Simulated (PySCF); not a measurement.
Geometries of 2 isomers of C8H4F3N, from PBE0-D3(BJ)/def2-SVP geometry optimisation, gas phase in PySCF. One conformer each, no zero-point energy, no frequencies.

Question: Which isomer lies lower at this level?
A.
```xyz
16
angstrom
N      2.375    0.722    2.007
C      1.707    0.578    1.072
C      0.905    0.422   -0.120
C      0.204    1.655   -0.693
C     -1.014    1.105   -0.668
C     -0.532   -0.218   -0.095
C     -1.159   -0.716    1.182
F     -2.386   -1.188    0.924
F     -0.452   -1.702    1.729
F     -1.277    0.256    2.083
C      0.025   -1.241   -1.073
C      1.249   -0.704   -1.097
H      0.612    2.608   -1.035
H     -2.005    1.425   -0.994
H     -0.456   -2.069   -1.596
H      2.175   -0.917   -1.635
```
B.
```xyz
16
angstrom
N      1.127    3.206    0.649
C      0.608    2.192    0.436
C     -0.079    0.962    0.177
C     -1.479    0.981    0.126
C     -2.187   -0.191   -0.121
C     -1.503   -1.387   -0.319
C     -0.109   -1.414   -0.271
C      0.610   -0.249   -0.026
C      2.119   -0.288    0.026
F      2.567    0.090    1.223
F      2.584   -1.517   -0.208
F      2.656    0.528   -0.882
H     -2.002    1.926    0.283
H     -3.278   -0.167   -0.159
H     -2.054   -2.309   -0.513
H      0.431   -2.348   -0.426
```

Answer: B. That is 2-(trifluoromethyl)benzonitrile, `N#CC1=CC=CC=C1C(F)(F)F`, 75.9 kcal/mol below the other.

```
                          SMILES                                                              atoms numbered as above      E (Eh)  relative (kcal/mol)  relative (kJ/mol)  dipole (D)
             N#Cc1ccccc1C(F)(F)F           [N:1]#[C:2][c:3]1[cH:4][cH:5][cH:6][cH:7][c:8]1[C:9]([F:10])([F:11])[F:12]  -660.35554                  0.0                0.0        5.64
N#C[C@]12C=C[C@@]1(C(F)(F)F)C=C2  [N:1]#[C:2][C@:3]12[CH:4]=[CH:5][C@@:6]1([C:7]([F:8])([F:9])[F:10])[CH:11]=[CH:12]2  -660.23462                 75.9              317.5        5.05
```

As drawn, the lower has an aromatic ring, which the higher lacks; the higher has a four-membered ring, a C=C bond outside aromatic rings and a quaternary carbon, which the lower lacks.
